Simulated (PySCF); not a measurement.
BrSi, SMILES [Si]Br (connectivity only; charge and spin as stated), charge +1, multiplicity 1. Heavy atoms are numbered as in [Si:1][Br:2].

Geometry optimised at B3LYP-D3(BJ)/def2-TZVP. The multiplicity is an assumed one; other spin states were not compared.

Method: PBE0/pcSseg-2 run with PySCF.

GIAO shieldings, no solvent; atoms alike by connectivity are averaged. δ = σ(ref) − σ: ²⁹Si against TMS (σ = 341.9 ppm), references at their B3LYP-D3(BJ)/def2-TZVP geometries, non-relativistic (without spin–orbit terms, shifts of atoms bonded to Cl or Br come out too high).

Computed chemical shifts:
| nucleus | atoms | count | δ (ppm) |
|---|---|---|---|
| ²⁹Si | Si1 | 1 | 305.4 |
